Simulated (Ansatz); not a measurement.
Reactions of C3H8MgO2 (`CC(C)[O][Mg][OH]`).

Program: Ansatz. Geometries: PBE0-D4/def2-TZVP. ΔE: electronic, gas phase. CCSD(T)/CBS adds triple-zeta CCSD(T) − MP2 to the extrapolated MP2 energy (def2 sets, frozen cores). This one scheme is used for every species. DFT in def2-TZVPP. B3LYP here is the variant with VWN-RPA as its local correlation; programs differ in this. Elements past krypton have def2 core potentials. For Br, Mg, Sn, Zn, Zr outer-core shells are correlated without core-valence functions, which leaves a few kJ/mol of doubt a bond. Scalar relativity is left out up to krypton. Each species was taken in one conformer, which may not be the lowest.

```csv
reaction,B3LYP-D4 (kcal/mol),CCSD(T)/CBS(def2) (kcal/mol)
`CC(C)[O][Mg][OH]` → `[OH][Mg][OH]` + propene,15.0,16.4
`CC(C)[O][Mg][OH]` + H–F → `CC(C)[O][Mg][F]` + H₂O,-15.2,-14.2
`CC(C)[O][Mg][OH]` + `[OH][Zr]([OH])([SH])[Cl]` → `[OH][Mg][SH]` + `CC(C)[O][Zr]([OH])([OH])[Cl]`,-15.4,-14.6
`CC(C)[O][Mg][OH]` + HCl → `CC(C)Cl` + `[OH][Mg][OH]`,-5.3,-5.5
`CC(C)[O][Mg][OH]` + `[F][AlH][F]` → `C[CH](C)[Al]([F])[F]` + `[OH][Mg][OH]`,-11.6,-11.7
`CC(C)[O][Mg][OH]` + `CCC[SiH3]` → `CC(C)[O][MgH]` + `OCCC[SiH3]`,46.1,49.0
`CC(C)[O][Mg][OH]` + `CC(C)OB(N)F` → `CC(C)[O][Mg][O]C(C)C` + `NB(O)F`,2.3,1.4
`CC(C)[O][Mg][OH]` + `[F][Zn][Br]` → `[OH][Mg][Br]` + `CC(C)[O][Zn][F]`,4.2,6.1
`CC(C)[O][Mg][OH]` + HCl → `CC(C)[O][Mg][Cl]` + H₂O,-19.8,-20.2
`CC(C)[O][Mg][OH]` + `[F][Sn][Cl]` → `[OH][Mg][F]` + `CC(C)[O][Sn][Cl]`,-7.6,-7.0
```

Largest T1 diagnostic: 0.017, for `[OH][Zr]([OH])([SH])[Cl]`.
